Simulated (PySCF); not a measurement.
Species: 2-ethoxyacetamide, C4H9NO2.
Cartesian coordinates in Å at the PBE0-D3(BJ)/def2-SVP level; atoms count from 1:
```
atom  x, y, z in Å
C1    -2.3750    0.0982    0.4411
C2    -1.3109   -0.8397   -0.0732
O3    -0.0645   -0.1984   -0.0058
C4     1.0030   -0.9666   -0.4705
C5     2.3176   -0.2079   -0.3793
N6     2.2028    1.0387    0.1245
O7     3.3559   -0.7208   -0.7413
H8    -3.3651   -0.3776    0.3925
H9    -2.4022    1.0184   -0.1610
H10   -2.1742    0.3761    1.4863
H11   -1.5270   -1.1381   -1.1192
H12   -1.2898   -1.7730    0.5253
H13    0.8694   -1.2628   -1.5296
H14    1.1243   -1.9027    0.1095
H15    1.2939    1.3835    0.4027
H16    3.0323    1.6079    0.2187
```

Computed with PySCF, PBE0-D3(BJ)/def2-SVP geometry optimisation, gas phase.

Masses are those of the commonest isotopes; rigid-rotor values at the optimised geometry. The values belong to one conformer with, in the numbering `[CH3:1][CH2:2][O:3][CH2:4][C:5]([NH2:6])=[O:7]`, C1–C2–O3–C4 -179°, C2–O3–C4–C5 180°, O3–C4–C5–N6 0°, C4–C5–N6–H 0° and 180°.

Q: What are A, B and C (GHz)?

A: Ia = 65.58, Ib = 410.86, Ic = 466.87 u·Å²; 505379 MHz·u·Å²/I gives 7706, 1230 and 1082 MHz, that is A = 7.7060, B = 1.2300, C = 1.0825 GHz.

Q: What kind of rotor is it?

A: A near-prolate asymmetric top; Ray's κ = -0.955.

Q: What does the inertial defect say?

A: Not planar: Δ = Ic − Ia − Ib = -9.58 u·Å². For a rigid frame Δ = −2 Σ m c², so Σ m c² = 4.79 u·Å² lies off the ab plane, practically all of it from hydrogen. The atom farthest from that plane is 0.90 Å away.

Q: List the rotational levels J(Ka,Kc) to J = 5 (MHz).

A: Above 0(0,0):
J = 1: 1(0,1) 2313, 1(1,1) 8788, 1(1,0) 8936
J = 2: 2(0,2) 6935, 2(1,2) 13266, 2(1,1) 13709, 2(2,1) 33136, 2(2,0) 33139
J = 3: 3(0,3) 13863, 3(1,3) 19981, 3(1,2) 20866, 3(2,2) 40074, 3(2,1) 40086, 3(3,1) 72824, 3(3,0) 72824
J = 4: 4(0,4) 23088, 4(1,4) 28931, 4(1,3) 30406, 4(2,3) 49322, 4(2,2) 49360, 4(3,2) 82079, 4(3,1) 82079, 4(4,1) 127922, 4(4,0) 127922
J = 5: 5(0,5) 34601, 5(1,5) 40114, 5(1,4) 42326, 5(2,4) 60879, 5(2,3) 60966, 5(3,3) 93650, 5(3,2) 93651, 5(4,2) 139491, 5(4,1) 139491, 5(5,1) 198433, 5(5,0) 198433
The levels of one J sum to (2J + 1)J(J + 1)(A + B + C)/3.

Q: Which lines would a microwave search look for?

A: The dipole components are |μa| = 3.49 D, |μb| = 1.45 D, |μc| = 0.00 D; the mirror of this Cs structure is the ab plane, so μc vanishes by symmetry (the 0.01 D computed is a residue) and there are no c-type lines. The squared components, which scale the intensities, stand as 1.00 : 0.17 (a : b). Some lines, for components of 0.1 D or more:

```csv
type,branch,"J(Ka,Kc)",MHz,lower level (cm⁻¹)
b,R,"3(0,3) ← 2(1,2)",597,0.443
a,R,"2(1,2) ← 1(1,1)",4478,0.293
a,R,"2(0,2) ← 1(0,1)",4623,0.077
a,R,"4(1,4) ← 3(1,3)",8950,0.666
a,R,"4(2,2) ← 3(2,1)",9273,1.337
b,R,"2(1,2) ← 1(0,1)",10953,0.077
b,Q,"3(2,1) ← 3(1,2)",19220,0.696
b,Q,"2(2,0) ← 2(1,1)",19430,0.457
b,R,"2(2,1) ← 1(1,0)",24200,0.298
b,Q,"4(4,0) ← 4(3,1)",45843,2.738
b,R,"4(4,0) ← 3(3,1)",55098,2.429
```

Whether it is a minimum is left open (no frequencies). No vibrational averaging or centrifugal distortion is included, and the geometry carries the error of its method. A rigid rotor knows nothing of internal rotation, which can split or shift real lines. Quadrupole hyperfine structure (14N) is left out.

Time: 38 s. Hardware: one thread, Arm Neoverse V2 (shared host). These figures are those of the optimisation.
